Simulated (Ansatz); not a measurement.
Consider the ligand exchange at a Ge–F bond: `[F][GeH2][I]` + CH₃OH → `C[O][GeH2][I]` + H–F.

Computed with Ansatz on PBE0-D4/def2-TZVP structures; ΔE is electronic, products minus reactants. CCSD(T)/CBS is the MP2 limit (def2-TZVPP, def2-QZVPP) plus CCSD(T) − MP2 in def2-TZVPP, frozen cores. This one scheme is used for every species. def2 core potentials past Kr. For Ge, I outer-core shells are correlated without core-valence functions, which leaves a few kJ/mol of doubt a bond. Scalar relativity is left out up to krypton. One conformer a species, not always the lowest.

```tsv
species	MP2/def2-QZVPP energy (Eh)
`[F][GeH2][I]`	-2474.26194
CH₃OH	-115.55941
`C[O][GeH2][I]`	-2489.44569
H–F	-100.36692
```

Task: Work out ΔE.

Result: ΔE = (-2489.44569) + (-100.36692) − (-2474.26194) − (-115.55941) = 0.00874 Eh = +22.9 kJ/mol. CCSD(T)/CBS gives +25.9 kJ/mol.

Largest T1 diagnostic among the species: 0.010.

At CCSD(T), def2-SVP lies +10.4 kJ/mol from the extrapolated value and def2-TZVPP +1.0 kJ/mol. From BLYP to BHLYP (50 % exact exchange), in def2-TZVPP and without D4, ΔE moves by −4.0 kJ/mol.
